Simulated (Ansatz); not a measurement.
Molecule: sum formula H3SiO3 (charge 0, doublet). It need not be the lowest isomer of its formula. 
Geometry from a B3LYP-D3(BJ)/def2-TZVP (Ansatz, a quantum-chemistry and plane-wave program) optimisation:
```
Si
O 1 1.6289
H 2 0.9605 1 117.87
O 1 1.6289 2 103.30 3 171.66
H 4 0.9605 1 117.87 2 -171.66
O 1 1.6554 2 115.45 3 44.70
H 1 1.4890 2 114.03 3 -64.04
```
Charge 0, spin multiplicity 2.

Parts of the frozen-core correlation energy in 6-31G (Ansatz, hartree). Frozen orbitals: 8; correlated occupied orbitals by spin: 13 and 12; virtual: 25 and 26. Open shells are spin-unrestricted. Spin-orbit coupling is left out. Non-relativistic.

```tsv
term	value
reference (HF)	-515.15655
MP2 opposite-spin	___
MP2 same-spin	___
CCSD correlation	___
(T)	-0.00643
T1 diagnostic	0.017
largest doubles amplitude	0.026
<S^2> of the reference	0.755
```

### Question
Fill in the missing entries.

### Answer

- MP2 opposite-spin, value: -0.28499
- MP2 same-spin, value: -0.09638
- CCSD correlation, value: -0.39923
